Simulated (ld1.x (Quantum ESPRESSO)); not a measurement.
**Transferability test, ultrasoft potential for iron**

- Element: iron (Fe)
- Generator: ld1.x (Quantum ESPRESSO) 7.5
- Type: ultrasoft
- Functional: PBE
- Relativity: scalar-relativistic
- Frozen core: [Ar]
- Valence charge: 8
- Reference configuration: 3d7 4s1 4p0
- Partial waves: 4s (bound): rcut 2.20, rcutus 2.60 bohr; 4s channel at 2.85 Ry: rcut 2.20, rcutus 2.60 bohr; 4p (bound, empty): rcut 3.40, rcutus 3.90 bohr; 4p channel at 0.45 Ry: rcut 3.40, rcutus 3.90 bohr; 3d (bound): rcut 1.45, rcutus 1.65 bohr; 3d channel at 1.9 Ry: rcut 1.45, rcutus 1.65 bohr
- Local potential: all-electron potential smoothed inside 3.65 bohr (lloc = -1)
- Core correction: Bessel-smoothed model core, default radius (core density twice the valence density)
- Augmentation charge: PSQ, radius 1.35 bohr

Energies are relative to the spin-unpolarised reference configuration 3d7 4s1 4p0; without spin polarisation the order of configurations can differ from experiment. Not all tests gave a result: 1 of 7 tests not solved or not reliable. Left out of the table: 3d5 4s0 4p0 (pseudo-atom not self-consistent, printed error -315 eV).

| valence configuration | charge | ΔE all-electron (eV) | error AE − PS (meV) |
| --- | --- | --- | --- |
| 3d6 4s2 4p0 | 0 | 0.791 | -41 |
| 3d6 4s0 4p0 | +2 | 25.723 | -68 |
| 3d5 4s2 4p1 | 0 | 9.538 | -260 |
| 3d6 4s1 4p1 | 0 | 4.896 | -43 |

Task: What are ΔE and the potential's error for 3d6 4s0 4p2?

Result: ΔE = 9.246 eV all-electron; the error (AE − PS) is -43 meV.

Task: What are ΔE and the potential's error for 3d6 4s1 4p0?

Result: ΔE = 9.520 eV all-electron; the error (AE − PS) is -45 meV.
